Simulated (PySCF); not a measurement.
p-cresol (C₇H₈O), SMILES c1cc(ccc1C)O.

The structure is a stationary point at ωB97X-D3(BJ)/def2-SVP. Other conformers were not sampled.

Calculation: PBE/def2-TZVP (PySCF).

Symmetry labels are those of the subgroup Cs that the program uses (full group Cs).

Computed valence orbital energies around the gap with their symmetry:
| orbital | symmetry | energy (eV) |
|---|---|---|
| HOMO−7 | A" | -9.77 |
| HOMO−6 | A' | -9.63 |
| HOMO−5 | A' | -8.88 |
| HOMO−4 | A' | -8.48 |
| HOMO−3 | A' | -7.93 |
| HOMO−2 | A" | -7.84 |
| HOMO−1 | A" | -6.22 |
| HOMO | A" | -5.24 |
| LUMO | A" | -1.14 |
| LUMO+1 | A" | -0.64 |
| LUMO+2 | A' | 0.18 |
| LUMO+3 | A' | 0.73 |
